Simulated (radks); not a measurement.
Results of a calculation; reference values are marked as such.
All-electron atom: S4+ in [Ne] 3s2. Level of theory: Dirac Kohn-Sham, PBE, spin-unpolarised, spherical densities, finite nucleus; Fermi nuclear charge, rms radius 3.2611 fm (a radial shooting solver on a logarithmic mesh with Libxc functionals).

Radial electron density D(r) = 4 pi r^2 rho(r):

r (bohr),D(r) (e/bohr)
0.00561,0.9200
0.007075,1.392
0.008923,2.080
0.01125,3.060
0.01419,4.416
0.0179,6.220
0.02257,8.496
0.02846,11.17
0.0359,13.99
0.04527,16.52
0.05709,18.13
0.07258,18.23
0.09153,16.68
0.1154,14.19
0.1456,12.20
0.1836,12.15
0.2315,14.26
0.292,16.86
0.3682,17.37
0.4643,14.44
0.5856,9.314
0.7385,4.763
0.9314,2.507
1.184,1.971
1.493,1.634
1.883,0.9254
2.375,0.3113
2.995,0.05613
3.777,0.004667
4.763,0.0001506

D(r) has 2 maxima, at r = 0.0654, 0.340 bohr, and minima at 0.164 bohr, inside which lie 2.18 electrons.
